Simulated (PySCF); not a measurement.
Species: C3H6Cl2F2Si.
SMILES with atom numbers: `[F:1][CH2:2][C@H:3]([SiH2:4][F:5])[CH:6]([Cl:7])[Cl:8]` (hydrogens: H9, H10 on C2; H11 on C3; H12, H13 on Si4; H14 on C6)

Structure used (GFN2-xTB), in Å, numbered top down from 1:
```
atom  x, y, z in Å
F1    -0.0749    2.3688    0.1460
C2    -0.8610    1.2456    0.0484
C3    -0.0481    0.0238    0.4590
Si4    1.6911    0.0802   -0.3562
F5     2.2975   -1.3830   -0.0525
C6    -0.7684   -1.2624    0.1367
Cl7   -2.3701   -1.3445    0.9340
Cl8   -0.9979   -1.4501   -1.6147
H9    -1.1790    1.1757   -0.9959
H10   -1.7291    1.4080    0.6943
H11    0.0799    0.0524    1.5467
H12    2.5385    1.0181    0.3535
H13    1.6286    0.2012   -1.7988
H14   -0.2078   -2.1343    0.4773
```

Level of theory: TDDFT CAM-B3LYP/def2-SVPD, vertical, gas phase, core orbitals frozen in the response (PySCF 2.14.0, density-fitted response routines).

Transition dipole moments from the ground state, in atomic units and in the frame of the coordinates above (overall signs are arbitrary), for the states with f of 0.002 or more among the lowest 7:

```csv
state,E (hartree),μx,μy,μz
S1,0.2582,0.041,0.110,0.190
S2,0.2591,0.015,-0.008,-0.143
S3,0.2707,0.124,0.037,-0.027
S4,0.2785,-0.373,-0.137,0.067
S5,0.2863,0.309,0.129,-0.113
S6,0.2968,0.020,0.099,-0.056
S7,0.2988,0.035,0.012,0.095
```

**Question.** Work out the oscillator strengths.

**Answer.** f = (2/3) ΔE |μ|² with ΔE in hartree (27.2114 eV).

| state | \|μ\|² (au) | \|μ\| (D) | f |
| --- | --- | --- | --- |
| S1 | 0.050 | 0.57 | 0.009 |
| S2 | 0.021 | 0.37 | 0.004 |
| S3 | 0.018 | 0.34 | 0.003 |
| S4 | 0.162 | 1.02 | 0.030 |
| S5 | 0.125 | 0.90 | 0.024 |
| S6 | 0.013 | 0.29 | 0.003 |
| S7 | 0.010 | 0.26 | 0.002 |

**Question.** Which bond between heavy atoms lies closest to the direction of the S4 transition dipole?

**Answer.** C3–Si4 and C6–Cl7, at 23° from it; next F1–C2 at 37°.

**Question.** What angle do the transition dipoles of S4 and S5 make?

**Answer.** |cos θ| = |μa·μb| / (|μa| |μb|) = 0.99, so θ ≈ 9° (taken between 0 and 90°, since the signs are arbitrary).

**Question.** How is the summed strength of these states shared among x, y and z?

**Answer.** (2/3) Σ ΔE μα² gives 0.048 for x, 0.011 for y and 0.016 for z, 0.074 in all.

**Question.** What peak molar absorption coefficient would the strongest computed level give as a lone Gaussian band 0.3 eV wide at half height?

**Answer.** ε(max) = 2.175×10⁸ f / FWHM, with the width in cm⁻¹. S4: 2.175×10⁸ × 0.0301 / 2420 ≈ 2700 L mol⁻¹ cm⁻¹.

One conformer stands for the species.
